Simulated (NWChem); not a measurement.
System: C$_{3}$H$_{5}$F$_{3}$; SMILES C[C@H](C(F)F)F

NWChem input:

```
start job
memory heap 200 mb stack 900 mb global 1100 mb
geometry units angstroms noautosym nocenter noautoz
  C     -0.750735    -1.748845     0.373342
  C      0.311213    -0.663663     0.384865
  F      1.123746    -0.805046    -0.733447
  C     -0.279038     0.739658     0.358238
  F      0.724445     1.660814     0.325287
  F     -1.045877     0.906912    -0.758575
  H     -1.384261    -1.641471    -0.511358
  H     -0.272804    -2.731966     0.350960
  H     -1.381377    -1.691951     1.267822
  H      0.950243    -0.738313     1.274722
  H     -0.903994     0.937655     1.238358
end
basis spherical
  * library sto-3g
end
dft
  xc b3lyp
  iterations 150
end
property
  response 1 0.0773
end
task dft property
```

Parts of the log:

```
             Northwest Computational Chemistry Package (NWChem) 7.3.0
             --------------------------------------------------------

                             Geometry "geometry" -> ""
                             -------------------------

 Output coordinates in angstroms (scale by  1.889725989 to convert to a.u.)

  No.       Tag          Charge          X              Y              Z
 ---- ---------------- ---------- -------------- -------------- --------------
    1 C                    6.0000    -0.75073500    -1.74884500     0.37334200
    2 C                    6.0000     0.31121300    -0.66366300     0.38486500
    3 F                    9.0000     1.12374600    -0.80504600    -0.73344700
    4 C                    6.0000    -0.27903800     0.73965800     0.35823800
    5 F                    9.0000     0.72444500     1.66081400     0.32528700
    6 F                    9.0000    -1.04587700     0.90691200    -0.75857500
    7 H                    1.0000    -1.38426100    -1.64147100    -0.51135800
    8 H                    1.0000    -0.27280400    -2.73196600     0.35096000
    9 H                    1.0000    -1.38137700    -1.69195100     1.26782200
   10 H                    1.0000     0.95024300    -0.73831300     1.27472200
   11 H                    1.0000    -0.90399400     0.93765500     1.23835800

 Effective nuclear repulsion energy (a.u.)     266.2760648723

                              NWChem Property Module
                              ----------------------

                                 NWChem DFT Module
                                 -----------------

 Summary of "ao basis" -> "ao basis" (spherical)
 ------------------------------------------------------------------------------
       Tag                 Description            Shells   Functions and Types
 ---------------- ------------------------------  ------  ---------------------
 C                           sto-3g                  3        5   2s1p
 F                           sto-3g                  3        5   2s1p
 H                           sto-3g                  1        1   1s

            General Information
            -------------------
          SCF calculation type: DFT
          Wavefunction type:  closed shell.
          No. of atoms     :    11
          No. of electrons :    50
           Alpha electrons :    25
            Beta electrons :    25
          Charge           :     0
          Spin multiplicity:     1
          Use of symmetry is: off; symmetry adaption is: off
          Maximum number of iterations: 150
          AO basis - number of functions:    35
                     number of shells:    23
          Convergence on energy requested:  1.00D-06
          Convergence on density requested:  1.00D-05
          Convergence on gradient requested:  5.00D-04

              XC Information
              --------------
                         B3LYP Method XC Potential
                     Hartree-Fock (Exact) Exchange  0.200
                        Slater Exchange Functional  0.800 local
                    Becke 1988 Exchange Functional  0.720 non-local
              Lee-Yang-Parr Correlation Functional  0.810
                  VWN I RPA Correlation Functional  0.190 local

             Grid Information
             ----------------
          Grid used for XC integration:  medium
          Radial quadrature: Mura-Knowles
          Angular quadrature: Lebedev.
          Tag              B.-S. Rad. Rad. Pts. Rad. Cut. Ang. Pts.
          ---              ---------- --------- --------- ---------
          C                   0.70       49           9.0       434
          F                   0.50       49          11.0       434
          H                   0.35       45          10.0       434
          Grid pruning is: on
          Number of quadrature shells:   519
          Spatial weights used:  Erf1

      Superposition of Atomic Density Guess
      -------------------------------------

 Sum of atomic energies:        -407.87196281

      Non-variational initial energy
      ------------------------------

 Total energy =    -408.465639
 1-e energy   =   -1101.959591
 2-e energy   =     427.217887
 HOMO         =      -0.167084
 LUMO         =       0.432630

   convergence    iter        energy       DeltaE   RMS-Dens  Diis-err
 ---------------- ----- ----------------- --------- --------- ---------
 d= 0,ls=0.0,diis     1   -410.7719729877 -6.77D+02  7.69D-02  1.48D+00
 d= 0,ls=0.0,diis     2   -410.6167715230  1.55D-01  4.46D-02  3.09D+00
 d= 0,ls=0.0,diis     3   -411.0383421659 -4.22D-01  2.49D-03  3.31D-03
 d= 0,ls=0.0,diis     4   -411.0385941961 -2.52D-04  1.13D-03  1.84D-03
 d= 0,ls=0.0,diis     5   -411.0388737957 -2.80D-04  8.89D-05  4.19D-06
 d= 0,ls=0.0,diis     6   -411.0388744796 -6.84D-07  2.36D-05  3.71D-07
 d= 0,ls=0.0,diis     7   -411.0388745564 -7.68D-08  2.20D-06  3.08D-09

         Total DFT energy =     -411.038874556447
      One electron energy =    -1100.683390495403
           Coulomb energy =      473.192947426302
    Exchange-Corr. energy =      -49.824496359636
 Nuclear repulsion energy =      266.276064872290

 Numeric. integr. density =       50.000001085300

                       DFT Final Molecular Orbital Analysis
                       ------------------------------------

 Vector   23  Occ=2.000000D+00  E=-2.046675D-01
              MO Center= -3.2D-01,  7.4D-01, -4.1D-01, r^2= 2.2D+00
   Bfn.  Coefficient  Atom+Function         Bfn.  Coefficient  Atom+Function
  ----- ------------  ---------------      ----- ------------  ---------------
    28      0.582832   6 F  px               23      0.395491   5 F  px
    14     -0.392295   3 F  py               30     -0.379841   6 F  pz
    29      0.313765   6 F  py               35      0.237797  11 H  s
    25     -0.178608   5 F  pz               15      0.112458   3 F  pz
    19     -0.069634   4 C  py               24     -0.066628   5 F  py

 Vector   24  Occ=2.000000D+00  E=-1.842707D-01
              MO Center=  9.5D-01, -8.0D-01, -5.1D-01, r^2= 1.1D+00
   Bfn.  Coefficient  Atom+Function         Bfn.  Coefficient  Atom+Function
  ----- ------------  ---------------      ----- ------------  ---------------
    13      0.722072   3 F  px               15      0.470241   3 F  pz
    14      0.351817   3 F  py               34     -0.239841  10 H  s
     3      0.159760   1 C  px                4      0.149628   1 C  py
     2      0.127719   1 C  s                29      0.092512   6 F  py
    25      0.083687   5 F  pz                8     -0.081831   2 C  px

 Vector   25  Occ=2.000000D+00  E=-1.589381D-01
              MO Center=  3.3D-01,  1.7D-01, -2.3D-01, r^2= 2.7D+00
   Bfn.  Coefficient  Atom+Function         Bfn.  Coefficient  Atom+Function
  ----- ------------  ---------------      ----- ------------  ---------------
    14      0.596778   3 F  py               29     -0.377262   6 F  py
    24     -0.350102   5 F  py               23      0.264662   5 F  px
    35      0.244508  11 H  s                 9     -0.235068   2 C  py
    28      0.220676   6 F  px               19      0.188867   4 C  py
    13     -0.182911   3 F  px               15     -0.171727   3 F  pz

 Vector   26  Occ=0.000000D+00  E= 2.709283D-01
              MO Center=  2.4D-01, -3.1D-01,  7.8D-02, r^2= 2.2D+00
   Bfn.  Coefficient  Atom+Function         Bfn.  Coefficient  Atom+Function
  ----- ------------  ---------------      ----- ------------  ---------------
    10      0.623608   2 C  pz               15      0.488318   3 F  pz
     8     -0.395362   2 C  px               13     -0.382282   3 F  px
    20      0.380887   4 C  pz               12      0.349455   3 F  s
    35     -0.329031  11 H  s                33     -0.314070   9 H  s
    28      0.234668   6 F  px               24     -0.213252   5 F  py

 Vector   27  Occ=0.000000D+00  E= 3.024297D-01
              MO Center= -1.3D-01,  4.0D-01,  3.0D-01, r^2= 2.1D+00
   Bfn.  Coefficient  Atom+Function         Bfn.  Coefficient  Atom+Function
  ----- ------------  ---------------      ----- ------------  ---------------
    18      0.718754   4 C  px               20      0.450784   4 C  pz
    30      0.432446   6 F  pz               34     -0.419727  10 H  s
    24      0.386658   5 F  py                8      0.314939   2 C  px
     3      0.303104   1 C  px                2      0.290310   1 C  s
    27      0.288981   6 F  s                22     -0.282260   5 F  s

 Vector   28  Occ=0.000000D+00  E= 3.661688D-01
              MO Center= -1.4D-01, -2.1D-01,  3.3D-01, r^2= 2.6D+00
   Bfn.  Coefficient  Atom+Function         Bfn.  Coefficient  Atom+Function
  ----- ------------  ---------------      ----- ------------  ---------------
    19      0.822231   4 C  py                9      0.654421   2 C  py
    32      0.447302   8 H  s                 4      0.428805   1 C  py
    23      0.331362   5 F  px                8     -0.319389   2 C  px
    33     -0.305596   9 H  s                20     -0.282840   4 C  pz
    22     -0.219178   5 F  s                34      0.219156  10 H  s

     Multipole analysis of the density
     ---------------------------------

[...]

 DFT Linear Response polarizability / au
 Frequency  =       0.0773000 / au
 Wavelength =     589.4353558 / nm
              X              Y              Z
 -----------------------------------------------
 X      18.3136500      0.8635754     -0.2311218
 Y       0.8635750     18.8305187      0.0224742
 Z      -0.2311154      0.0224764     18.0736373
 -----------------------------------------------
 Eigenvalues =      17.5879878     19.4838717     18.1459465
 Isotropic   =      18.4059354
 Anisotropic =       1.6875630
 -----------------------------------------------

 Magnetic Dipole Response Matrix (nonzero elements):
```

Level: B3LYP/STO-3G. STO-3G and 3-21G are far too small for this property and stand as cheap habits. Geometry: optimised at B3LYP/6-31G* (spherical d). B3LYP is NWChem's, with the RPA form of VWN correlation.
